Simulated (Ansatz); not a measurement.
Reaction (formal exchange of groups at a Ge–O bond): `[OH][GeH2][SiH2][SiH3]` + `[GeH3][SiH2][GeH3]` → `[SiH3][SiH2][GeH2][GeH2][SiH2][GeH3]` + H₂O

Program: Ansatz. Geometries: PBE0-D4/def2-TZVP. ΔE: electronic, gas phase. CBS: MP2 limit from def2 TZ/QZ plus the TZ coupled-cluster correction, frozen cores. This one scheme is used for every species. Functionals use def2-TZVPP. B3LYP here is the variant with VWN-RPA as its local correlation; programs differ in this. HSE06 is defined as in plane-wave codes. For Ge outer-core shells are correlated without core-valence functions, which leaves a few kJ/mol of doubt a bond. Scalar relativity is left out up to krypton. One conformer a species, not always the lowest.

```tsv
level	ΔE (kcal/mol)	difference from CCSD(T)/CBS
LDA (SPW92)	-9.3	0.5
revPBE-D4	-9.4	0.4
BLYP-D4	-7.7	2.1
r2SCAN-D4	-7.1	2.7
B97M-V	-3.7	6.1
PBE0-D4	-10.3	-0.5
r2SCANh-D4	-7.7	2.1
r2SCAN0-D4	-8.4	1.4
HSE06-D4	-10.3	-0.5
BHLYP-D4	-8.3	1.5
ωB97X-V	-6.2	3.6
ωB97M-V	-7.6	2.2
B2PLYP	-4.5	5.3
PBE-QIDH	-8.1	1.7
PBE	-6.1	3.7
revPBE	-4.0	5.8
BLYP	-1.1	8.7
r2SCAN	-5.9	3.9
PBE0	-6.7	3.1
B3LYP	-2.4	7.4
r2SCANh	-6.3	3.5
r2SCAN0	-6.9	2.9
HSE06	-6.8	3.0
CAM-B3LYP	-2.0	7.8
LC-ωPBE	-4.7	5.1
RPA@PBE/def2-TZVPP	-7.0	2.8
HF/def2-SVP	0.4	10.2
MP2/def2-SVP	-6.7	3.1
CCSD/def2-SVP	-5.3	4.5
CCSD(T)/def2-SVP	-6.0	3.8
HF/def2-TZVPP	1.2	11.0
MP2/def2-TZVPP	-9.6	0.2
SCS-MP2/def2-TZVPP	-6.4	3.4
CCSD/def2-TZVPP	-7.3	2.5
CCSD(T)/def2-TZVPP	-8.3	1.5
MP2/def2-QZVPP	-10.2	-0.4
SCS-MP2/def2-QZVPP	-6.8	3.0
HF/CBS(def2)	1.8	11.6
MP2/CBS(def2)	-11.0	-1.2
CCSD/CBS(def2)	-8.7	1.1
CCSD(T)/CBS	-9.8	0
```

Largest T1 diagnostic among the species: 0.013.

The D4 term adds −5.8 kcal/mol with B3LYP and −3.5 kcal/mol with PBE0; it sums over pairs of atoms, weighted by their polarisabilities, and B3LYP, whose exchange is more repulsive, gets the larger term. From r2SCAN to r2SCAN0 (25 % exact exchange), in def2-TZVPP and without D4, ΔE moves by −1.0 kcal/mol.
